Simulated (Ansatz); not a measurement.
A run for Ansatz (a program for electronic structure): U-CCSD(T)/def2-TZVPP on HITe (SMILES [TeH]I), a point of a bond scan (R = 3.271 Å). Elements past Kr take the def2 small-core potentials; no spin–orbit coupling. The run froze 18 orbitals, filled d shells among them.

Ansatz 0.2 input:
```yaml
crystal:
  periodic: [false, false, false]
  atoms:
    - {symbol: Te, position_ang: [0.44277999, 0.90828797, 0.91299334]}
    - {symbol: H, position_ang: [0.69536625, 2.07817325, -0.24428522]}
    - {symbol: I, position_ang: [-0.62561092, -1.29809112, -1.25198814]}
basis:
  gaussian:
    orbitals: def2-TZVPP
correlation: {method: ccsd_t, electrons: outside_noble_gas}
scf: {omitted_lower_state_checks: [cluster_reference]}
magnetization: {spin_polarized: true, initial_magnetization: 0}
```

The log:

```
WARN ansatz: RAYON_NUM_THREADS=1 ignored (pool sized by the plan → 1); use --threads N
Functional definition: HF
these checks for a lower state are left out or cut short: cluster_reference
integrals: 0.28 GiB planned
1031 factors; integrals over basis functions are off by at most 7.8e-4 eV
mean field: 0.46 GiB planned
mean field evaluation 1: about -15352.7860 eV, gradient 8.4e0 eV
mean field evaluation 2: about -15352.7957 eV, gradient 8.4e0 eV
mean field evaluation 4: about -15353.4419 eV, gradient 1.2e0 eV
mean field evaluation 8: about -15353.4570 eV, gradient 5.9e-4 eV
mean field evaluation 16: about -15353.4784 eV, gradient 4.5e-1 eV
mean field evaluation 32: about -15353.4874 eV, gradient 2.5e-2 eV
mean field evaluation 64: about -15351.9285 eV, gradient 5.4e0 eV
mean field evaluation 96: about -15353.4419 eV, gradient 1.5e-6 eV
mean field evaluation 128: about -15353.2736 eV, gradient 4.5e0 eV
mean field evaluation 160: about -15353.8050 eV, gradient 1.3e-1 eV
mean field evaluation 192: about -15353.4419 eV, gradient 2.8e-6 eV
mean field -15353.80638635 eV, -564.2419775147 hartree, gradient 2.9e-6 eV, S^2 0.625502; 19 other end points of the search recorded, 0 dependent functions left out
18 core orbitals not correlated
reference -15353.80638635 eV, -564.2419775147 hartree; 7, 7 occupied and 89, 89 virtual orbitals, 1031 factors
second order -6.72086291 eV of doubles, -0.00000000 eV of singles
coupled cluster: 0.58 GiB planned
cycle   1  -7.46398903 eV  change   -7.4e-1 eV  update   8.7e-2
cycle   2  -7.78811272 eV  change   -3.2e-1 eV  update   4.4e-2
cycle   3  -7.84674248 eV  change   -5.9e-2 eV  update   3.5e-2
cycle   4  -7.93878751 eV  change   -9.2e-2 eV  update   2.8e-2
cycle   5  -7.97969841 eV  change   -4.1e-2 eV  update   1.3e-2
cycle   6  -7.99136454 eV  change   -1.2e-2 eV  update   3.8e-3
cycle   7  -7.99354767 eV  change   -2.2e-3 eV  update   1.5e-3
cycle   8  -7.99405817 eV  change   -5.1e-4 eV  update   8.2e-4
cycle   9  -7.99363401 eV  change    4.2e-4 eV  update   5.6e-4
cycle  10  -7.99390851 eV  change   -2.7e-4 eV  update   3.9e-4
cycle  11  -7.99420632 eV  change   -3.0e-4 eV  update   2.5e-4
cycle  12  -7.99394113 eV  change    2.7e-4 eV  update   1.3e-4
cycle  13  -7.99391591 eV  change    2.5e-5 eV  update   5.9e-5
cycle  14  -7.99391348 eV  change    2.4e-6 eV  update   2.7e-5
cycle  15  -7.99392326 eV  change   -9.8e-6 eV  update   1.6e-5
coupled cluster: 0.59 GiB planned
perturbative correction -0.40021088 eV, -0.0147074786 hartree
Total energy: -15362.20052049 eV, -564.5504562546 hartree
Checks for a lower state left out: cluster_reference
```

Self-consistency was reached. Its determinant has ⟨S²⟩ = 0.63, a mixture of spin states.

Cost: about 60 core-seconds (a rough figure).
